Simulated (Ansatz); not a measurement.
Coupled-cluster run, C₃H₆OSSi, SMILES `C=C1O[Si]1(C)S`.

```yaml
crystal:
  periodic: [false, false, false]
  atoms:
    - {symbol: C, position_ang: [1.099822, -1.890745, -1.220844]}
    - {symbol: C, position_ang: [0.703442, -0.813462, -0.572381]}
    - {symbol: O, position_ang: [1.440700, 0.014120, 0.310471]}
    - {symbol: Si, position_ang: [-0.124790, 0.596462, 0.118831]}
    - {symbol: C, position_ang: [-1.244368, 0.574314, 1.584334]}
    - {symbol: S, position_ang: [-0.385714, 2.397048, -0.948279]}
    - {symbol: H, position_ang: [2.111374, -2.268746, -1.117831]}
    - {symbol: H, position_ang: [0.409551, -2.414436, -1.868017]}
    - {symbol: H, position_ang: [-2.290116, 0.639631, 1.276491]}
    - {symbol: H, position_ang: [-1.028146, 1.421646, 2.239851]}
    - {symbol: H, position_ang: [-1.095765, -0.350969, 2.143038]}
    - {symbol: H, position_ang: [0.481111, 2.040038, -1.911764]}
basis:
  gaussian: {orbitals: def2-TZVPP}
correlation: {method: ccsd_t}
```

```sh
$ ansatz run in.yaml --threads 4 --pin off --events-out ev --progress --plain --max-ram 10444MiB
```

Log, shortened:

```
Functional definition: HF
1720 factors; integrals over basis functions are off by at most 9.6e-4 eV
mean field evaluation 1: about -23900.9272 eV, gradient 4.3e1 eV
mean field evaluation 2: about -23901.3380 eV, gradient 4.3e1 eV
mean field evaluation 4: about -23905.9122 eV, gradient 6.1e0 eV
mean field evaluation 8: about -23906.0349 eV, gradient 5.7e-1 eV
mean field -23906.03639493 eV, -878.5306334201 hartree, gradient 2.3e-6 eV, S^2 0.000000; 0 other end points of the search recorded, 0 dependent functions left out
14 core orbitals not correlated: weight in the atoms' cores, before any rotation towards them, 1.000 or more for the frozen orbitals, at most 0.000 for the correlated occupied ones
reference -23906.03639493 eV, -878.5306334201 hartree; 17, 17 occupied and 261, 261 virtual orbitals, 1720 factors
second order -27.68832244 eV of doubles, -0.00000000 eV of singles
cycle   1  -28.03291933 eV  change   -3.4e-1 eV  update   1.3e-1
cycle   2  -28.74142494 eV  change   -7.1e-1 eV  update   4.2e-2
cycle   3  -28.93223342 eV  change   -1.9e-1 eV  update   2.2e-2
cycle   4  -28.92283725 eV  change    9.4e-3 eV  update   5.8e-3
cycle   5  -28.91991945 eV  change    2.9e-3 eV  update   2.8e-3
cycle   6  -28.92101202 eV  change   -1.1e-3 eV  update   8.6e-4
cycle   7  -28.92054218 eV  change    4.7e-4 eV  update   3.7e-4
cycle   8  -28.92053036 eV  change    1.2e-5 eV  update   1.2e-4
cycle   9  -28.92056542 eV  change   -3.5e-5 eV  update   5.1e-5
cycle  10  -28.92054834 eV  change    1.7e-5 eV  update   1.7e-5
perturbative correction -1.36251877 eV, -0.0500716413 hartree
Total energy: -23936.31946204 eV, -879.6435156098 hartree
```

Run time 5 min (4 threads of an Arm Neoverse V2 on a shared host); peak host memory 9.2 GiB.

MP2 recovers 91.4 % of the CCSD(T) correlation energy and the triples give 4.5 %; T1 = 0.0138.
